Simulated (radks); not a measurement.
Values are calculated unless marked as measured or tabulated.
Question: Hg I, configuration [Hg]. Code: a radial shooting solver on a logarithmic mesh with Libxc functionals. Model: non-relativistic Kohn-Sham, exchange-only PBE, spin-polarised, spherical densities, point nucleus; relativity is left out, which matters for an element this heavy. Some entries of the table are withheld. Estimate them.

orbital  occ.  eigenvalue (hartree)  <r> (bohr)
1s          2             -2756.949     0.01892
2s          2             -461.4988     0.07966
2p          6                   (1)     0.06730
3s          2             -108.6100      0.2008
3p          6             -100.3032      0.1912
3d         10             -84.80316      0.1669
4s          2                   (2)      0.4412
4p          6             -19.61139      0.4448
4d         10             -12.97638      0.4515
4f         14              -4.05171      0.4715
5s          2                   (3)       1.000
5p          6                   (4)       1.085
5d         10              -0.40849         (5)
6s          2              -0.17073       3.195

Answer: 
(1) 2p eigenvalue (hartree): -443.9342
(2) 4s eigenvalue (hartree): -23.21537
(3) 5s eigenvalue (hartree): -3.37818
(4) 5p eigenvalue (hartree): -2.21624
(5) 5d <r> (bohr): 1.465
